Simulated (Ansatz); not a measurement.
```yaml
crystal:
  periodic: [false, false, false]
  atoms:
    - {symbol: C, position_ang: [-0.945992, 1.589008, 0.870946]}
    - {symbol: C, position_ang: [0.345990, 1.053209, 1.484126]}
    - {symbol: Al, position_ang: [1.197178, -0.537637, 0.709500]}
    - {symbol: C, position_ang: [0.619659, -1.488354, -0.908515]}
    - {symbol: C, position_ang: [-0.536118, -0.930958, -1.736598]}
    - {symbol: H, position_ang: [-0.814311, 1.862472, -0.178931]}
    - {symbol: H, position_ang: [-1.312547, 2.478939, 1.392267]}
    - {symbol: H, position_ang: [-1.747787, 0.846449, 0.902931]}
    - {symbol: H, position_ang: [0.197508, 0.834851, 2.551217]}
    - {symbol: H, position_ang: [1.116223, 1.838644, 1.486510]}
    - {symbol: H, position_ang: [2.481048, -1.112468, 1.466836]}
    - {symbol: H, position_ang: [0.394733, -2.517580, -0.591919]}
    - {symbol: H, position_ang: [1.515483, -1.601739, -1.535493]}
    - {symbol: H, position_ang: [-0.318630, 0.072853, -2.111224]}
    - {symbol: H, position_ang: [-0.759891, -1.556143, -2.606767]}
    - {symbol: H, position_ang: [-1.455443, -0.854047, -1.150684]}
basis:
  gaussian: {orbitals: pcseg-2, point_charges: [{charge: -1.00, position_ang: [6.964, -0.943, -0.196]}]}
magnetization: {spin_polarized: false, initial_magnetization: 2}
hamiltonian: {xc: {name: BHLYP}, dispersion: d3bj, pseudopotentials: {relativity: none}}
```

```sh
$ ansatz run in.yaml --threads 4 --pin off --events-out ev --progress --plain --max-ram 10444MiB
```

Shortened log:

```
Functional definition: BHLYP
1621 factors; their error is unknown
mean field evaluation 1: about -10902.0505 eV, gradient 7.3e1 eV
mean field evaluation 2: about -10892.0417 eV, gradient 9.1e1 eV
mean field evaluation 4: about -10915.5399 eV, gradient 2.6e1 eV
mean field evaluation 8: about -10918.0582 eV, gradient 4.4e0 eV
mean field evaluation 16: about -10918.1901 eV, gradient 3.5e-1 eV
mean field evaluation 32: about -10918.2876 eV, gradient 4.4e-5 eV
mean field -10918.28760704 eV, -401.2396688774 hartree, gradient 1.7e-5 eV, S^2 2.000000; 6 other end points of the search recorded, 0 dependent functions left out
reference -10918.28784632 eV, -401.2396776710 hartree; 25, 23 occupied and 283, 285 virtual orbitals, 1621 factors
Total energy: -10918.71400547 eV, -401.2553387310 hartree
```

Run time 45 s (4 threads of an Arm Neoverse V1 on a shared host); peak host memory 1.6 GiB.
